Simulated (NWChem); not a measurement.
BCl

Program: NWChem. Pople sets run with spherical d functions. STO-3G and 3-21G are far too small for this property and stand as cheap habits. The geometry was optimised at PBE-D3(BJ)/def2-SVP. Vertical excitations in the gas phase; the lowest state need not have the same character in each row.

| level | basis functions | lowest excitation, singlet (eV) | oscillator strength of that lowest state | orbital gap (eV) |
|---|---|---|---|---|
| PBE/3-21G, TDA | 22 | 5.15 | 0.135 | 3.43 |
| PBE/6-31G*, TDA | 32 | 4.99 | 0.106 | 3.40 |
| PBE/6-31+G*, TDA | 40 | 4.90 | 0.138 | 3.42 |
| PBE/def2-SVP, TDA | 32 | 4.82 | 0.124 | 3.32 |
| PBE/def2-SVPD, TDA | 47 | 4.70 | 0.093 | 3.28 |
| PBE/def2-TZVP, TDA | 68 | 4.67 | 0.099 | 3.34 |
| PBE/aug-cc-pVDZ, TDA | 50 | 4.75 | 0.098 | 3.39 |
| PBE/def2-TZVPD, TDA | 83 | 4.64 | 0.089 | 3.32 |
